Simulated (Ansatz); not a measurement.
**C6H10O (cyclohexanone): methods side by side**

The species is C6H10O (17 atoms), meant as a singlet with charge 0. SMILES: `O=C1CCCCC1`. The coordinates come from a PBE0-D4/def2-TZVP relaxation. This is one conformer, not always the lowest.

```xyz
17

O    -0.7070   -1.9907    1.6800
C    -0.2761   -1.0070    1.1305
C     1.0715   -0.9834    0.4507
C     0.9789   -0.4130   -0.9651
C     0.2787    0.9372   -0.9774
C    -1.1076    0.8396   -0.3590
C    -1.0477    0.2889    1.0663
H     1.4861   -1.9921    0.4649
H     1.7286   -0.3412    1.0520
H     1.9807   -0.3336   -1.3957
H     0.4229   -1.1145   -1.5977
H     0.2079    1.3148   -2.0014
H     0.8785    1.6648   -0.4162
H    -1.5997    1.8158   -0.3556
H    -1.7312    0.1786   -0.9719
H    -2.0396    0.1245    1.4891
H    -0.5248    1.0115    1.7066
```

Each level gives the atomisation enthalpy at 298 K (kJ/mol). The values are calculated. The thermal term (zero-point and 298 K enthalpy, harmonic and unscaled) is that of HF/6-31G*; the spin-orbit lowering of the free atoms at 298 K, 0.5 kJ/mol by their spectra, is taken off.

Measured value to compare with: CRC Handbook of Chemistry and Physics gives the atomisation enthalpy at 298 K of the gas as 6957 kJ/mol.

```csv
level,kind,program,value (kJ/mol),computed − measured,CPU time (all runs)
HF/6-31G* (spherical functions),Hartree–Fock,Ansatz,5055,-1902,9.3 s
SVWN5/6-31G* (spherical functions),LDA,Ansatz,8045,+1088,12 s
revPBE/6-31G* (spherical functions),GGA,Ansatz,6863,-94,20 s
r2SCAN/6-31G* (spherical functions),meta-GGA,Ansatz,6951,-6,35 s
PBE0/6-31G* (spherical functions),global hybrid,Ansatz,6997,+40,21 s
wB97X/6-31G* (spherical functions),range-separated hybrid,Ansatz,6958,+1,69 s
MP2/6-31G* (spherical functions),perturbation theory,Ansatz,6469,-488,12 s
CCSD(T)/6-31G* (spherical functions),coupled cluster or CI,Ansatz,6361,-596,2.4 min
```

Nearest: wB97X/6-31G* (spherical functions) (+1 kJ/mol); farthest: HF/6-31G* (spherical functions) (-1902 kJ/mol). Computed less measured by kind, in kJ/mol (of the ab initio rows, those in 6-31G*): Hartree–Fock -1902; LDA +1088; GGA -94; meta-GGA -6; global hybrid +40; range-separated hybrid +1; perturbation theory -488; coupled cluster or CI -596. In a finite basis correlated wave-function methods underbind, so their errors here aren't those of the basis-set limit. Times are those of the runs behind each value, whatever else they computed, on shared processors of several kinds: orders of magnitude only.
